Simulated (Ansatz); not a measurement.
System: 3-selanylpropan-1-ol, C3H8OSe, charge 0, multiplicity 1. 
Coordinates optimised at B3LYP-D3(BJ)/def2-TZVP (Ansatz, a program for electronic structure):
SMILES: OCCC[SeH]
```xyz
13

O     -3.3102     1.3129    -0.1363
C     -2.5383     0.1546     0.1637
C     -1.0753     0.4978    -0.0629
C     -0.1651    -0.6778     0.2520
Se     1.7489    -0.3238    -0.0888
H     -4.2413     1.1117     0.0008
H     -2.6929    -0.1569     1.2050
H     -2.8282    -0.6848    -0.4820
H     -0.8166     1.3532     0.5655
H     -0.9383     0.8125    -1.0989
H     -0.3853    -1.5344    -0.3866
H     -0.2623    -1.0023     1.2867
H      1.8553     0.7591     0.9031
```
Charge 0, spin multiplicity 1.

Basis-set convergence of Hartree-Fock and CCSD(T) correlation energies (hartree) with Ansatz. Valence correlation only, unless marked. No spin-orbit coupling. The frozen core is the preceding noble-gas configuration, with the filled d and f shells of earlier blocks. No relativistic terms.

| basis | functions | E(HF) | E(corr, CCSD(T)) |
|---|---|---|---|
| cc-pVDZ | 123 | -2592.93500 | -0.81759 |
| cc-pVTZ | 275 | -2593.07136 | -1.01190 |
| cc-pVQZ | 528 | -2593.08875 | -1.07254 |

Extrapolating the two largest sets (X = 3 and 4) as X^-3: E(corr) = (64·(-1.07254) - 27·(-1.01190))/37 = -1.1168 Eh, an estimate of the basis-set limit. The largest set recovers 96.0 % of it, the smallest 73.2 %.
